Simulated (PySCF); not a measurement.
**Basis-set dependence of population analyses: `C=CS(=O)(=O)C=C`**

Compound: C4H6O2S.
Geometry (PBE0-D3(BJ)/def2-SVP, Å), atoms numbered from 1 in this order:
```xyz
13
C4H6O2S angstrom
C      2.315    0.437    0.023
C      1.282   -0.396    0.086
S     -0.080   -0.186   -1.033
O     -0.421   -1.510   -1.550
O      0.231    0.932   -1.920
C     -1.399    0.343    0.030
C     -2.439   -0.460    0.230
H      3.189    0.306    0.667
H      2.305    1.264   -0.694
H      1.198   -1.261    0.751
H     -1.289    1.356    0.426
H     -3.291   -0.144    0.837
H     -2.456   -1.453   -0.232
```

PBE0 throughout (PySCF), one geometry, spherical d and f functions. Geometry: PBE0-D3(BJ)/def2-SVP, one conformer, isolated molecule. Atoms taken as equivalent share a column and are averaged.

Mulliken charges (e):

| basis | functions | C1/C7 | C2/C6 | S3 | O4/O5 | H8/H12 | H9/H13 | H10/H11 |
| --- | --- | --- | --- | --- | --- | --- | --- | --- |
| STO-3G | 45 | -0.158 | -0.217 | +1.081 | -0.468 | +0.099 | +0.106 | +0.098 |
| pcSseg-0 | 79 | -0.325 | -0.496 | +1.499 | -0.758 | +0.259 | +0.279 | +0.292 |
| 6-31G | 79 | -0.285 | -0.425 | +1.240 | -0.606 | +0.203 | +0.243 | +0.250 |
| 6-31G* | 114 | -0.344 | -0.372 | +1.194 | -0.552 | +0.203 | +0.236 | +0.231 |
| cc-pVDZ | 132 | +0.037 | -0.247 | +0.887 | -0.453 | +0.070 | +0.086 | +0.064 |
| def2-SVP | 132 | -0.011 | -0.156 | +0.759 | -0.478 | +0.081 | +0.101 | +0.082 |
| pcSseg-1 | 156 | -0.101 | -0.362 | +1.058 | -0.544 | +0.148 | +0.170 | +0.160 |
| aug-cc-pVDZ | 219 | +0.384 | +0.527 | +2.362 | -0.988 | -0.318 | -0.317 | -0.469 |
| 6-311+G(2d,p) | 233 | -0.294 | -0.014 | +0.669 | -0.487 | +0.143 | +0.176 | +0.141 |
| def2-TZVP | 259 | -0.217 | -0.211 | +0.807 | -0.460 | +0.149 | +0.182 | +0.153 |
| cc-pVTZ | 298 | -0.208 | -0.209 | +0.853 | -0.447 | +0.142 | +0.156 | +0.140 |
| IGLO-III | 314 | -0.229 | -0.161 | +1.170 | -0.588 | +0.123 | +0.154 | +0.116 |

IAO charges (e):

```tsv
basis	functions	C1/C7	C2/C6	S3	O4/O5	H8/H12	H9/H13	H10/H11
STO-3G	45	-0.244	-0.334	+1.459	-0.596	+0.147	+0.150	+0.146
pcSseg-0	79	-0.238	-0.368	+1.726	-0.799	+0.174	+0.184	+0.184
6-31G	79	-0.254	-0.359	+1.712	-0.808	+0.181	+0.193	+0.189
6-31G*	114	-0.249	-0.387	+1.982	-0.879	+0.168	+0.182	+0.175
cc-pVDZ	132	-0.256	-0.383	+1.964	-0.868	+0.168	+0.181	+0.175
def2-SVP	132	-0.245	-0.379	+1.972	-0.876	+0.165	+0.178	+0.171
pcSseg-1	156	-0.253	-0.386	+1.984	-0.881	+0.169	+0.182	+0.176
aug-cc-pVDZ	219	-0.262	-0.383	+1.979	-0.886	+0.173	+0.187	+0.181
6-311+G(2d,p)	233	-0.261	-0.393	+2.027	-0.900	+0.173	+0.187	+0.181
def2-TZVP	259	-0.260	-0.399	+2.056	-0.907	+0.172	+0.186	+0.180
cc-pVTZ	298	-0.262	-0.394	+2.026	-0.897	+0.172	+0.187	+0.180
IGLO-III	314	-0.262	-0.397	+2.046	-0.905	+0.173	+0.187	+0.181
```

Which scheme is steadiest as the basis changes?

Largest range over the bases for any column: IAO 0.60 e, Mulliken 1.69 e. IAO charges move least and Mulliken charges most, counted in e. Without the minimal STO-3G basis the ranges are IAO 0.34, Mulliken 1.69 e.

How much do the charges still move between the two largest bases, cc-pVTZ and IGLO-III?

At most, over all atoms: Mulliken 0.317 e, IAO 0.020 e.

What do the same runs give for the total energy, the frontier levels and the dipole moment?

| basis | energy (Eh) | HOMO (eV) | LUMO (eV) | μ (D) |
| --- | --- | --- | --- | --- |
| STO-3G | -695.4258 | -3.20 | 2.20 | 3.04 |
| pcSseg-0 | -702.7221 | -8.16 | -1.62 | 5.05 |
| 6-31G | -703.7511 | -8.13 | -1.42 | 5.59 |
| 6-31G* | -704.0450 | -8.06 | -1.33 | 4.55 |
| cc-pVDZ | -704.0727 | -8.02 | -1.46 | 4.29 |
| def2-SVP | -703.7055 | -8.13 | -1.57 | 4.39 |
| pcSseg-1 | -704.0156 | -8.29 | -1.69 | 4.53 |
| aug-cc-pVDZ | -704.1066 | -8.28 | -1.72 | 4.54 |
| 6-311+G(2d,p) | -704.1988 | -8.33 | -1.78 | 4.53 |
| def2-TZVP | -704.2473 | -8.31 | -1.73 | 4.43 |
| cc-pVTZ | -704.2217 | -8.25 | -1.66 | 4.43 |
| IGLO-III | -704.2423 | -8.31 | -1.76 | 4.44 |

The dipole is fixed by the density alone, so its range of 2.55 D shows that the density itself changes with the basis, not only its division among atoms.
